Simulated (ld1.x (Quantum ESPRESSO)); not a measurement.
## Pseudopotential generation for antimony (Sb): TM, PBEsol, fully relativistic.

| Quantity | Value |
| --- | --- |
| Element | Sb (Z = 51) |
| Generator | ld1.x (Quantum ESPRESSO) 7.5 |
| Type | norm-conserving Troullier–Martins (Kleinman–Bylander form) |
| Functional | PBEsol |
| Relativity | fully relativistic |
| Frozen core | [Ar] 3d10 4s2 |
| Valence charge | 21 |
| Reference configuration | 4p6 4d10 5s2 5p3 |
| Partial waves | 5s (bound): rc 2.10 bohr; 4d (bound): rc 1.40 bohr; 4p (bound): rc 1.00 bohr |
| Local potential | the p channel |
| Core correction | Bessel-smoothed model core inside 0.90 bohr |

Open shells are filled in proportion to 2j + 1 (rel_dist='average').

Occupied shells without a wave of their own: 5p. They enter only through the test configuration that unscreens the potential, and ld1.x also counts them in the model core charge.

Poles of the logarithmic derivatives, all-electron (AE) and pseudo (PS). s: poles at 1.2 (AE) and -4.1, 1.2 (PS) Ry. p1/2: poles at -7.9, 2.5 (AE) and -7.4, 2.6 (PS) Ry. p3/2: poles at -7.2, 2.8 (AE) and -7.4, 2.6 (PS) Ry. d3/2: poles at -2.4 (AE) and -2.4 (PS) Ry. d5/2: poles at -2.3 (AE) and -2.3 (PS) Ry. Test radius 2.31 bohr.

- Cutoffs needed: 180 Ry and 230 Ry (the cutoffs (Ry, on a coarse ladder) from which the occupation-weighted sum of valence levels, in a spherical-Bessel basis at the reference potential, stays within 10 and 1 mRy of its value at 400 Ry)
- Ghost test: ghost state, extra bound levels that the all-electron valence spectrum of the same l lacks: s at -55.3 eV; a true bound ghost makes a file unfit for plane-wave use (spherical-Bessel basis up to 400 Ry, 20 bohr box)
- Largest excitation error: -1656 meV (all-electron minus pseudo) for 4p6 4d10 5s2 5p0, out of 7 test configurations

Note: ghost state, extra bound levels that the all-electron valence spectrum of the same l lacks: s at -55.3 eV. A true bound ghost makes a file unfit for plane-wave use. The potential misses its own reference levels by up to 5.9 eV, so it is not fit for use. ld1.x takes every shell without a wave as core, so the model core holds the 5p electrons as well and exchange and correlation see them twice. This cancels in the reference configuration, but the file is broken for other ones, and its errors say nothing about a proper core correction.
